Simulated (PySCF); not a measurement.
The dipole of `CC(=S)C[SiH2][Si@@H](Cl)CCl` from its density and from atomic charges.

Coordinates (GFN2-xTB, Å) and charges (e) from the PBE0/pcSseg-1 density (PySCF):

```csv
atom,x,y,z,Mulliken,IAO,Hirshfeld,ESP-fitted
C1,-2.725,-0.159,-0.366,-0.1504,-0.4343,-0.1197,-0.3421
C2,-1.565,-0.182,0.570,-0.3977,-0.0051,+0.0597,+0.1578
S3,-1.325,1.040,1.625,-0.0784,-0.1282,-0.1162,-0.2439
C4,-0.617,-1.299,0.456,-0.3898,-0.5218,-0.1551,-0.2279
Si5,0.564,-1.098,-1.067,+0.3065,+0.4472,+0.2494,+0.2096
Si6,1.659,0.953,-1.003,+0.5544,+0.6593,+0.2667,+0.3175
Cl7,0.507,2.513,-1.586,-0.3017,-0.3013,-0.1129,-0.1588
C8,2.219,1.307,0.797,-0.4924,-0.5247,-0.1328,-0.5066
Cl9,3.071,-0.142,1.405,-0.1658,-0.0985,-0.0482,-0.1069
H10,-2.389,0.221,-1.333,+0.1564,+0.1701,+0.0542,+0.1273
H11,-3.134,-1.156,-0.522,+0.1247,+0.1516,+0.0511,+0.1362
H12,-3.503,0.505,0.002,+0.1447,+0.1721,+0.0490,+0.1058
H13,-1.147,-2.244,0.335,+0.1652,+0.1638,+0.0533,+0.1321
H14,0.004,-1.361,1.349,+0.1810,+0.1767,+0.0395,+0.0788
H15,-0.276,-1.266,-2.264,-0.0288,-0.1004,-0.0734,-0.0685
H16,1.468,-2.248,-1.006,-0.0149,-0.0832,-0.0671,-0.0429
H17,2.871,0.999,-1.827,-0.0114,-0.1020,-0.0725,-0.0381
H18,2.917,2.138,0.880,+0.1868,+0.1759,+0.0505,+0.2478
H19,1.388,1.488,1.477,+0.2116,+0.1828,+0.0255,+0.2228
```

Problem. Compute μ = Σ q r for each scheme (1 e·Å = 4.803 D) and compare with the dipole of the full density.

Solution. The full density gives (-0.57, -1.80, -1.87) D, 2.66 D in size; dipole vectors point from the negative to the positive end.

```json
{"scheme": "Mulliken", "μx": "0.22", "μy": "-2.62", "μz": "-4.34", "size (D)": "5.07", "share of the full size (%)": "191", "angle to the full dipole (°)": "20"}
{"scheme": "IAO", "μx": "0.56", "μy": "-2.28", "μz": "-2.87", "size (D)": "3.71", "share of the full size (%)": "140", "angle to the full dipole (°)": "22"}
{"scheme": "Hirshfeld", "μx": "-0.29", "μy": "-1.25", "μz": "-1.39", "size (D)": "1.89", "share of the full size (%)": "71", "angle to the full dipole (°)": "4"}
{"scheme": "ESP-fitted", "μx": "-0.54", "μy": "-1.82", "μz": "-1.94", "size (D)": "2.72", "share of the full size (%)": "102", "angle to the full dipole (°)": "1"}
```

Problem. Which set comes closest?

Solution. Length of the difference vector: ESP-fitted 0.08 D, Hirshfeld 0.79 D, IAO 1.59 D, Mulliken 2.71 D. Closest: ESP-fitted. ESP charges are fitted to the potential around the molecule, whose slowest-falling term is the dipole's. The schemes that divide the density aren't constrained to reproduce the dipole.

Problem. What is left for the Hirshfeld atoms' own dipoles?

Solution. The Hirshfeld atoms' densities add up to the full density, so μ = Σ q r + Σ (atomic dipoles). The atomic dipoles sum to (-0.57, -1.80, -1.87) − (-0.29, -1.25, -1.39) = (-0.28, -0.55, -0.48) D, 0.79 D in size.

Problem. With the origin at the mean of the coordinates, (-0.001, 0.000, -0.109) Å, which are the largest single terms, by size, of the Hirshfeld dipole along the direction of the full one?

Solution. Si5 +1.55, C8 +1.27, S3 +0.92, H15 -0.86, H18 -0.67 D; all 19 atoms together +1.89 D. The single terms depend on the origin, their sum doesn't.

Problem. Give the size of the full dipole in other units.

Solution. 2.66 D = 1.047 au = 0.554 e·Å = 8.88 × 10⁻³⁰ C·m.

Isolated species at its GFN2-xTB geometry (one conformer only).

Shape of the structure used: `[CH3:1][C:2](=[S:3])[CH2:4][SiH2:5][Si@@H:6]([Cl:7])[CH2:8][Cl:9]`: C1–C2–C4–Si5 76°, C2–C4–Si5–Si6 55°, C4–Si5–Si6–Cl7 -78°, Si5–Si6–C8–Cl9 50°.
